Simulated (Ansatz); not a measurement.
Molecule: ZrO$_{2}$ (charge 0, singlet). 
Geometry from a B3LYP-D3(BJ)/def2-TZVP (Ansatz, a quantum-chemistry and plane-wave program) optimisation:
```xyz
3

Zr    -0.1854     0.1286    -0.1941
O      1.5626    -0.0948    -0.4148
O     -0.6354    -0.5480     1.3852
```

Property: atomisation energy (electronic, to ground-state atoms), in kcal/mol. Cores are frozen in the correlated levels unless marked. Open shells are spin-unrestricted. Spin-orbit coupling is left out. Frozen are the shells of the preceding noble gas and the d and f shells that filled before the atom's block. Past Kr the def2 sets carry scalar-relativistic core potentials. The coupled-cluster limit lacks core correlation, which all-electron functionals hold. CBS(X,Y): correlation extrapolated as X^-3; Hartree-Fock from the larger set.

```csv
level,program,atomisation energy (kcal/mol)
HF/def2-SVPD,Ansatz,162.2
BLYP/def2-TZVPD,Ansatz,346.1
revPBE-D3(BJ)/def2-TZVPD,Ansatz + dftd3,346.4
revPBE-D4/def2-TZVPD,Ansatz + dftd4,347.7
```

Q: What does CCSD(T)/CBS(def2-TZVPPD,def2-QZVPPD) (Ansatz) give?

A: 330.9 kcal/mol, so revPBE-D4/def2-TZVPD differs from it by 16.8 kcal/mol.
